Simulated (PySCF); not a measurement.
Telling isomers of C₈H₈FP apart by NMR

Non-relativistic Hamiltonian, equivalent nuclei averaged, single conformer, in vacuum. NMR shieldings at PBE0/pcSseg-1/GIAO; geometry: PBE0-D3(BJ)/def2-SVP; PySCF.

References, each an isolated molecule treated in the same way: 1H (31.27 ppm), 13C (184.41 ppm) vs TMS. Splittings of carbon signals by F and P are missing where no couplings were computed. Where no couplings were computed, multiplicities follow the n + 1 count of equivalent neighbours, and m marks all less simple cases (inequivalent or close neighbours, rings, F or P nearby). Shifts are as computed. Against solution values, carbons near 30 ppm lie about +2 ppm off and those near 130 ppm about +5 ppm. Of 1313 compounds with measured shifts, 239 miss one by over three times the rms of a fit or turn the order of signals round; such compounds aren't used in these exercises.

(1) Tabulate the signals of `C=CPc1cccc(F)c1`, `Fc1cccc(C2CC2)p1` and their relative energies.

(2) What is the quickest way to tell C=CPc1cccc(F)c1 from Fc1cccc(C2CC2)p1?

Results:

(1) 
| SMILES | carbon types | δC | δH | E rel. (kcal/mol) |
| --- | --- | --- | --- | --- |
| C=CPc1cccc(F)c1 | 2×C 5×CH 1×CH2 | 169.9, 144.6, 139.9, 137.4, 135.2, 134.1, 127.2, 122.4 | 7.55 (m, 1H), 7.54 (m, 1H), 7.44 (m, 1H), 7.14 (m, 1H), 6.37 (m, 1H), 6.08 (m, 1H), 6.04 (m, 1H), 5.01 (m, 1H) | 0.0 |
| Fc1cccc(C2CC2)p1 | 2×C 4×CH 2×CH2 | 209.3, 192.5, 136.5, 134.2, 124.5, 24.8, 21.3 | 7.56 (m, 1H), 7.45 (m, 1H), 7.34 (m, 1H), 1.85 (m, 1H), 1.38 (m, 2H), 1.00 (m, 2H) | 5.4 |

Energies are electronic energies at PBE0/pcSseg-1 on these geometries, without zero-point or thermal terms, each for the one conformer computed, which needn't be the lowest.

(2) Count the carbon signals: 8 against 7. The first has a terminal =CH2 carbon at 134.1 ppm, the second a three-membered-ring carbon (CH) at 24.8 ppm. Their most deshielded carbons lie at 169.9 and 209.3 ppm.
